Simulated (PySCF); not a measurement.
First SCF of a structure search on doublet MnO(OH)₂, at a hand-made trigonal planar (heavy-atom frame) geometry. PySCF input:

```python
from pyscf import gto, scf, dft
mol = gto.M(atom='''
Mn     0.000000     0.000000     0.000000
O      1.620000     0.000000     0.000000
O     -0.910000     1.576200     0.000000
O     -0.910000    -1.576200     0.000000
H     -0.581700     2.478300     0.000000
H     -1.855400    -1.742900     0.000000''',
    basis={'Mn': 'def2-SVP', 'O': 'def2-SVP', 'H': 'def2-SVP'},
    charge=0, spin=1)
mf = dft.UKS(mol, xc='PBE')
mf.grids.atom_grid = (50, 194)
aux = {'Mn': 'def2-universal-JKFIT', 'O': 'def2-universal-JKFIT', 'H': 'def2-universal-JKFIT'}
mf = mf.density_fit(auxbasis=aux)
mf.conv_tol = 1e-08
mf.diis_space = 10
mf.max_cycle = 60
mf.init_guess = 'minao'
mf.verbose = 4
mf.kernel()
```

Excerpt of the output (cycles alone); a level shift of 0.3 Eh and then a second-order solver take over where DIIS stalls:

```
init E= -1376.07847526919
cycle= 1 E= -1368.17350155591  delta_E=  7.9  |g|= 3.07  |ddm|= 4.51
cycle= 2 E= -1331.6381842808  delta_E= 36.5  |g|= 6.97  |ddm|= 8.26
cycle= 3 E= -1360.9223844403  delta_E= -29.3  |g|= 4.54  |ddm|= 5.82
cycle= 4 E= -1363.56291092921  delta_E= -2.64  |g|= 4.76  |ddm|= 2.78
cycle= 5 E= -1372.75483368044  delta_E= -9.19  |g|= 3.67  |ddm|= 2.55
cycle= 6 E= -1365.65894231974  delta_E=  7.1  |g|= 4.59  |ddm|= 1.22
cycle= 7 E= -1371.53119689594  delta_E= -5.87  |g|= 3.86  |ddm|= 1.57
cycle= 8 E= -1370.24213141387  delta_E= 1.29  |g|= 4.02  |ddm|= 1.09
cycle= 9 E= -1372.0652261316  delta_E= -1.82  |g|= 3.84  |ddm|=  1.5
cycle= 10 E= -1373.2011444031  delta_E= -1.14  |g|= 3.26  |ddm|= 1.31
cycle= 11 E= -1376.10425678731  delta_E= -2.9  |g|= 1.75  |ddm|= 1.16
cycle= 12 E= -1369.22693998213  delta_E= 6.88  |g|= 2.75  |ddm|= 4.78
cycle= 13 E= -1372.19237165189  delta_E= -2.97  |g|= 3.74  |ddm|=    5
... 26 lines left out ...
cycle= 40 E= -1377.10387895951  delta_E= 5.07e-06  |g|= 0.00147  |ddm|= 0.0217
cycle= 41 E= -1377.10388334365  delta_E= -4.38e-06  |g|= 0.00128  |ddm|= 0.0246
cycle= 42 E= -1377.10389233427  delta_E= -8.99e-06  |g|= 0.00064  |ddm|= 0.0258
cycle= 43 E= -1377.10389369094  delta_E= -1.36e-06  |g|= 0.000402  |ddm|= 0.00956
cycle= 44 E= -1377.10389553697  delta_E= -1.85e-06  |g|= 0.00031  |ddm|= 0.0165
cycle= 45 E= -1377.10389569339  delta_E= -1.56e-07  |g|= 0.000174  |ddm|= 0.00456
cycle= 46 E= -1377.10389571912  delta_E= -2.57e-08  |g|= 0.000125  |ddm|= 0.00159
cycle= 47 E= -1377.10389571312  delta_E= 6e-09  |g|= 9.4e-05  |ddm|= 0.00151
Extra cycle  E= -1377.10389551795  delta_E= 1.95e-07  |g|= 0.000772  |ddm|= 0.000683
SCF not converged.
init E= -1376.07847526919
cycle= 1 E= -1368.52116330425  delta_E= 7.56  |g|= 3.02  |ddm|= 4.09
cycle= 2 E= -1342.53697828928  delta_E=   26  |g|= 6.91  |ddm|= 7.34
cycle= 3 E= -1358.72989035045  delta_E= -16.2  |g|=  5.4  |ddm|= 2.86
cycle= 4 E= -1362.90504464408  delta_E= -4.18  |g|= 4.91  |ddm|= 1.05
cycle= 5 E= -1365.85343403522  delta_E= -2.95  |g|= 4.55  |ddm|= 1.39
cycle= 6 E= -1367.77434263695  delta_E= -1.92  |g|= 4.34  |ddm|= 0.499
cycle= 7 E= -1367.9182422983  delta_E= -0.144  |g|= 4.36  |ddm|= 0.207
cycle= 8 E= -1368.03791869366  delta_E= -0.12  |g|= 4.36  |ddm|= 0.119
cycle= 9 E= -1368.52075263286  delta_E= -0.483  |g|= 4.31  |ddm|= 0.126
cycle= 10 E= -1368.0673661363  delta_E= 0.453  |g|= 4.38  |ddm|= 0.229
cycle= 11 E= -1367.53231720502  delta_E= 0.535  |g|= 4.44  |ddm|= 0.212
cycle= 12 E= -1361.20641136629  delta_E= 6.33  |g|= 5.51  |ddm|= 5.27
cycle= 13 E= -1368.66259546735  delta_E= -7.46  |g|= 2.88  |ddm|= 2.37
... 58 lines left out ...
cycle= 72 E= -1377.1032131805  delta_E= -0.000113  |g|= 0.00975  |ddm|= 0.0177
cycle= 73 E= -1377.1033069115  delta_E= -9.37e-05  |g|= 0.0111  |ddm|= 0.0194
cycle= 74 E= -1377.10339766677  delta_E= -9.08e-05  |g|= 0.0113  |ddm|= 0.0183
cycle= 75 E= -1377.10348507604  delta_E= -8.74e-05  |g|= 0.0113  |ddm|= 0.018
cycle= 76 E= -1377.1035690977  delta_E= -8.4e-05  |g|= 0.0106  |ddm|= 0.0166
cycle= 77 E= -1377.10364023426  delta_E= -7.11e-05  |g|= 0.0115  |ddm|= 0.0186
cycle= 78 E= -1377.10371541709  delta_E= -7.52e-05  |g|= 0.0115  |ddm|= 0.0193
cycle= 79 E= -1377.10378359479  delta_E= -6.82e-05  |g|= 0.0109  |ddm|= 0.0167
cycle= 80 E= -1377.10387289709  delta_E= -8.93e-05  |g|= 0.00709  |ddm|= 0.0178
SCF not converged.
macro= 0  E= -1377.10409083284  delta_E= -0.000217936  |g|= 0.0092638  4 KF 25 JK
macro= 1  E= -1377.10314535843  delta_E= 0.000945474  |g|= 0.00797541  2 KF 8 JK
macro= 2  E= -1377.10434232329  delta_E= -0.00119696  |g|= 0.00487818  3 KF 9 JK
macro= 3  E= -1377.10437838517  delta_E= -3.60619e-05  |g|= 0.000114535  3 KF 15 JK
macro= 4  E= -1377.10437838847  delta_E= -3.30692e-09  |g|= 4.35138e-05  1 KF 6 JK
macro X = 5  E=-1377.10437838847  |g|= 4.35138e-05  total 14 KF 69 JK
converged SCF energy = -1377.10437838847  <S^2> = 0.95222252  2S+1 = 2.1929182
```

No lower solution of this spin was found from smeared starts or by a stability analysis within the unrestricted form.

Other spin states or occupations of the open shell can lie lower.

The search for the lowest solution, 3 starts and the stability check together, took 2.5 min on 2 threads of a shared Intel Xeon Platinum 8375C @ 2.90GHz (Ice Lake) host, with 83 basis functions; the process peaked at 0.5 GiB.
